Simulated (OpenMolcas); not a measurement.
## Mo3+: terms and fine structure

```yaml
Program: OpenMolcas 26.06
Method: "SS-CASPT2, IPEA 0.25 Eh, imaginary shift 0.1 Eh (closed shells correlated: 4s 4p)"
Basis: ANO-RCC-VQZP [8s7p5d3f2g1h]
Scalar_Hamiltonian: DKH2, point nucleus
Active_space: 3 electrons in 10 orbitals (4d 5d)
State_averaging: 2S+1 = 4 even, 10 roots; 2S+1 = 2 even, 40 roots
Spin-orbit_coupling: RASSI with atomic mean-field integrals over the reference wave functions, term energies averaged over their components
```

With spin-orbit coupling, above the lowest level:

```tsv
Configuration	Term	J	E (cm⁻¹)	Measured (cm⁻¹)	Term weight %	Second
4d³	⁴F	3/2	0.0	0.0	99	
4d³	⁴F	5/2	761	778	100	
4d³	⁴F	7/2	1720	1760	100	
4d³	⁴F	9/2	2810	2865	98	
4d³	⁴P	3/2	10420	10331	79	18 ²P
4d³	⁴P	1/2	10480	10338	90	10 ²P
4d³	²G	7/2	11480	11580	99	
4d³	⁴P	5/2	11800	11612	99	
4d³	²G	9/2	12260	12311	86	12 ²H
4d³	²P	1/2	13810	14348	90	10 ⁴P
4d³	²P	3/2	13980		50	30 ²D(1)
4d³	²H	9/2	16170	15995	88	12 ²G
4d³	²H	11/2	16600	16357	100	
4d³	²D(1)	3/2	16940	17107	66	32 ²P
4d³	²D(1)	5/2	17000	16809	98	
4d³	²F	7/2	25260	24787	100	
4d³	²F	5/2	25590	25100	99	
4d³	²D(2)	5/2	40220	38922	99	
4d³	²D(2)	3/2	40560	39231	100
```

Against the 17 measured excited levels shown (Sugar and Musgrove, J. Phys. Chem. Ref. Data 17, 155 (1988)) the mean absolute deviation is 330 cm-1; the largest miss in energy is 4d³ ²D_3/2(2): computed 40560, measured 39231 cm⁻¹ (+3.4 %).

Spin-orbit coupling puts the lowest level 1772 cm⁻¹ below the lowest spin-free term.

A least-squares Racah fit to the terms below 60000 cm-1, each weighted by 2L + 1 and with a free common offset, gives B = 677 cm-1 and C = 2667 cm-1 (C/B = 3.94), with an rms deviation of 547 cm-1.

For ⁴F the intervals divided by the larger J are 304.2, 274.0, 241.7 cm-1. Landé's interval rule makes them equal in pure LS coupling; they differ by 23 % of their mean. The multiplet is regular.

Term energies are means over components that CASPT2 splits; among the terms shown or strongly mixed into the levels shown the widest spread is 500 cm-1 (4d³ ⁴F). Active for correlation alone: 5d; no level in the range computed is led by a configuration that fills it, so any true level of that kind is missing. Computed and measured levels are paired by configuration, term and J; levels that our copy of the source lacks, or whose pairing is in doubt (as where it misses far off the trend of its configuration), stay unpaired and out of the deviations. Only configurations of the active space appear. The first state left out of the spin-orbit step lies near 210000 cm-1 above the lowest spin-free state of the reference (among the parities and spins computed), and the list stops at four fifths of that energy or lower.

The CASPT2 steps took 7.4 min on 1 thread of Arm Neoverse V2, on a shared host; the integral step is not counted.

The term weight is that of the spin-free term in the level, not the purity of its configuration. A number in round brackets counts repeated terms of one configuration in the order of the reference energies.
